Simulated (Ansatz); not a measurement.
Cost and result for the atomization energy of C$_{4}$H$_{4}$Se, SMILES `C=CC#C[SeH]` (9 atoms, 8 bonds).

```xyz
9

C    -0.525    1.419   -1.231
C    -0.816    0.854   -0.058
C    -0.128   -0.243    0.505
C     0.450   -1.181    1.005
Se    1.228   -2.581    1.861
H     0.289    1.057   -1.848
H    -1.101    2.259   -1.596
H    -1.641    1.243    0.536
H     2.244   -2.827    0.825
```

Total charge 0; spin multiplicity 1. Correlated methods include outer-core shells of Se, which these sets cover unevenly. Scalar relativity is left out up to krypton. All single points use the PBE0-D4/def2-TZVP geometry. It is one conformer, not always the lowest. Program: Ansatz. All runs use 4 threads of an Arm Neoverse V2 on a shared host. Times are those of one run each, without the atoms' runs, and a repeat can differ threefold. Electronic energies, without spin–orbit coupling; frozen cores. CCSD(T)/CBS adds CCSD(T) − MP2 in def2-TZVPP to the MP2 limit, and its time is that of the two runs behind it. T1 = 0.011; the RHF reference is unstable towards UHF. With those shells the extrapolation isn't a true limit. B3LYP takes the VWN-RPA correlation (the form of Gaussian; ORCA's B3LYP/G).

CCSD(T)/CBS is a level of theory with its own doubt, some kJ/mol a heavy atom from the limit and from the frozen cores, so smaller differences don't rank the functionals.

| level | functions | wall time |
| --- | --- | --- |
| PBE-D4/def2-TZVPP (with forces) | 228 | 2.2 s |
| PBE0-D4/def2-TZVPP | 228 | 2.6 s |
| B3LYP-D4/def2-TZVPP (with forces) | 228 | 3.8 s |
| r2SCAN-D4/def2-TZVPP (with forces) | 228 | 4.6 s |
| B2PLYP/def2-TZVPP | 228 | 5.5 s |
| ωB97X-V/def2-TZVPP | 228 | 6.5 s |
| ωB97M-V/def2-TZVPP (with forces) | 228 | 9.5 s |
| MP2/def2-QZVPP | 437 | 20 s |
| CCSD(T)/def2-TZVPP | 228 | 2.3 min |
| CCSD(T)/CBS(def2) | – | 2.6 min |

Problem. What atomization energy does each give, and how far from CCSD(T)/CBS? (An estimate is asked.)

Solution. The calculation gave: 
| level | atomization (kcal/mol) | difference from CCSD(T)/CBS | per bond |
| --- | --- | --- | --- |
| PBE-D4/def2-TZVPP (with forces) | 930.0 | 37.5 | 4.7 |
| PBE0-D4/def2-TZVPP | 905.6 | 13.1 | 1.6 |
| B3LYP-D4/def2-TZVPP (with forces) | 895.9 | 3.4 | 0.4 |
| r2SCAN-D4/def2-TZVPP (with forces) | 899.9 | 7.4 | 0.9 |
| B2PLYP/def2-TZVPP | 888.2 | -4.3 | -0.5 |
| ωB97X-V/def2-TZVPP | 890.9 | -1.6 | -0.2 |
| ωB97M-V/def2-TZVPP (with forces) | 892.9 | 0.4 | 0.1 |
| MP2/def2-QZVPP | 907.3 | 14.8 | 1.9 |
| CCSD(T)/def2-TZVPP | 869.6 | -22.9 | -2.9 |
| CCSD(T)/CBS(def2) | 892.5 | 0.0 | 0.0 |

The D4 term adds +6.9 kcal/mol with B3LYP and +3.6 kcal/mol with PBE0; it sums over pairs of atoms, weighted by their polarisabilities, and B3LYP, whose exchange is more repulsive, gets the larger term. From PBE to PBE0 (25 % exact exchange), in def2-TZVPP and without D4, the atomization energy moves by −23.7 kcal/mol: exact exchange takes away binding that semilocal exchange gives to molecules. In def2-TZVPP, CCSD(T) changes the Hartree–Fock value by +234.5 kcal/mol (the triples alone add +19.3 kcal/mol) and MP2 by +258.8 kcal/mol; breaking electron pairs costs correlation energy, which Hartree–Fock lacks.
